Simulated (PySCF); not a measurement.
Re(O)3(Me) (CH₃O₃Re), SMILES [O]=[Re](=[O])(=[O])[CH3], multiplicity 1. Geometry: PBE-D3(BJ)/def2-SVP. The multiplicity is an assumed one; other spin states were not compared. The isomer is the one that the SMILES or the coordinates give; other isomers of the formula were not compared. The def2 effective core potentials stand for the cores of Re; spin–orbit coupling is left out.

Computed equilibrium geometry at PBE-D3(BJ)/def2-SVP (PySCF confirms it by a frequency run) as Cartesian coordinates in Å, and its point group:
point group C3v.
```xyz
8

Re     0.0000     0.0000    -0.0752
O     -1.4287    -0.8249    -0.5629
O      0.0000     1.6497    -0.5629
O      1.4287    -0.8249    -0.5629
C      0.0000     0.0000     2.0063
H     -0.9069     0.5236     2.3713
H      0.9069     0.5236     2.3713
H      0.0000    -1.0473     2.3713
```
